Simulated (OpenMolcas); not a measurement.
# Levels of N3+ by method

```
Program             : OpenMolcas 26.06
Basis               : ANO-R2 [4s4p2d1f]
Scalar Hamiltonian  : X2C, finite nucleus
Active space        : 2 electrons in 9 orbitals (RAS2 2s 2p; RAS3 3d, at most 2 electrons)
State averaging     : 2S+1 = 3 even, 3 roots; 2S+1 = 1 even, 7 roots; 2S+1 = 3 odd, 3 roots; 2S+1 = 1 odd, 3 roots
Spin-orbit coupling : RASSI with atomic mean-field integrals over the reference wave functions, term energies averaged over their components
```

Methods on the same reference wave functions:
A. RASSCF
B. SS-RASPT2, IPEA 0.25 Eh, imaginary shift 0.1 Eh (closed shells correlated: 1s)
C. MS-RASPT2, IPEA 0.25 Eh, imaginary shift 0.1 Eh (closed shells correlated: 1s)

Energies in cm⁻¹ above 2s² ¹S₀, the measured ground level; measured values from Moore, Selected Tables of Atomic Spectra, NSRDS-NBS 3, section 4.

```json
{"Level": "2s² ¹S₀", "A": "0.0", "B": "0.0", "C": "0.0", "Measured": "0.0"}
{"Level": "2s 2p ³P°₀", "A": "67090", "B": "67428", "C": "67436", "Measured": "67209"}
{"Level": "2s 2p ³P°₁", "A": "67158", "B": "67496", "C": "67504", "Measured": "67272"}
{"Level": "2s 2p ³P°₂", "A": "67294", "B": "67631", "C": "67640", "Measured": "67416"}
{"Level": "2s 2p ¹P°₁", "A": "133624", "B": "132057", "C": "132065", "Measured": "130694"}
{"Level": "2p² ³P₀", "A": "176849", "B": "176189", "C": "176197", "Measured": "175535"}
{"Level": "2p² ³P₁", "A": "176917", "B": "176257", "C": "176265", "Measured": "175608"}
{"Level": "2p² ³P₂", "A": "177051", "B": "176391", "C": "176399", "Measured": "175733"}
{"Level": "2p² ¹D₂", "A": "191663", "B": "190047", "C": "190055", "Measured": "188882"}
{"Level": "2p² ¹S₀", "A": "243538", "B": "237660", "C": "237676", "Measured": "235369"}
```

Deviations, from unrounded energies. A percentage is the sum of absolute deviations over the sum of measured energies, with the sign that they share, or ± where signs differ.

| Against measurement | Levels | A | B | C |
| --- | --- | --- | --- | --- |
| mean absolute deviation (cm-1) | 9 | 2000 | 830 | 840 |
| other configurations (%) | 9 | ±1.4 | +0.6 | +0.6 |

B, C lie about equally close to measurement and A furthest from it. The largest miss of B in the table is 2p² ¹S₀, by +2300 cm-1. The ranking rests on the paired levels alone, and a cruder setting can come out closer through cancelling errors.

Between B and C the level of the table that moves most is 2p² ¹S₀, by 16 cm-1 (lowest in B, highest in C).

The lowest spin-free term lies below A's lowest term by 0.011 hartree in B, 0.011 hartree in C.

Active for correlation alone: 3d; no level in the range computed is led by a configuration that fills it, so any true level of that kind is missing. Computed and measured levels are paired by configuration, term and J; levels that our copy of the source lacks, or whose pairing is in doubt (as where it misses far off the trend of its configuration), stay unpaired and out of the deviations. Only configurations of the active space appear.

° marks odd parity.
